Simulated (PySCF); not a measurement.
Electric properties by functional and basis

Species: C2H8AlN.
Bonds: C1–N2, N2–Al3, Al3–C4. Hydrogens: H5, H6, H7 on C1; H8 on N2; H9 on Al3; H10, H11, H12 on C4.

PySCF, dipoles from the SCF density, polarisabilities from static response with core orbitals frozen. Isolated species at its PBE0-D3(BJ)/def2-SVP geometry (one conformer only).

The anisotropy is √(½[(α1 − α2)² + (α2 − α3)² + (α3 − α1)²]).

```json
{"level": "LDA/def2-SVPD", "μ (D)": "1.129", "α (au)": "68.29", "anisotropy (au)": "25.66"}
{"level": "PBE/def2-SVPD", "μ (D)": "1.108", "α (au)": "67.10", "anisotropy (au)": "24.93"}
{"level": "B3LYP/def2-SVPD", "μ (D)": "1.028", "α (au)": "64.15", "anisotropy (au)": "22.44"}
{"level": "PBE0/def2-SVPD", "μ (D)": "1.030", "α (au)": "63.48", "anisotropy (au)": "21.96"}
{"level": "BHandHLYP/def2-SVPD", "μ (D)": "0.956", "α (au)": "60.73", "anisotropy (au)": "19.74"}
{"level": "CAM-B3LYP/def2-SVPD", "μ (D)": "0.999", "α (au)": "62.52", "anisotropy (au)": "20.68"}
{"level": "wB97X-D/def2-SVPD", "μ (D)": "1.006", "α (au)": "62.67", "anisotropy (au)": "20.28"}
{"level": "LC-wPBE/def2-SVPD", "μ (D)": "1.004", "α (au)": "60.51", "anisotropy (au)": "18.82"}
{"level": "PBE0/6-31G*", "μ (D)": "1.233", "α (au)": "52.70", "anisotropy (au)": "21.88"}
{"level": "PBE0/def2-SVP", "μ (D)": "1.244", "α (au)": "54.36", "anisotropy (au)": "22.46"}
```

The dipole runs from 0.96 D (BHandHLYP/def2-SVPD) to 1.24 D (PBE0/def2-SVP). No reference polarisability is at hand; against PBE0 in the largest diffuse basis at hand (def2-SVPD) the other PBE0 rows deviate by 6-31G* -17%, def2-SVP -14%. In one basis (def2-SVPD) the functionals order the polarisability from LC-wPBE (lowest) to LDA (highest), a spread of 13%. With PBE0 the polarisability is 53.53 au without diffuse functions (mean of 6-31G* and def2-SVP) and 63.48 au with them (def2-SVPD).

Without π bonds the low states are Rydberg-like; a valence basis with one diffuse set may place them up to an eV too high.
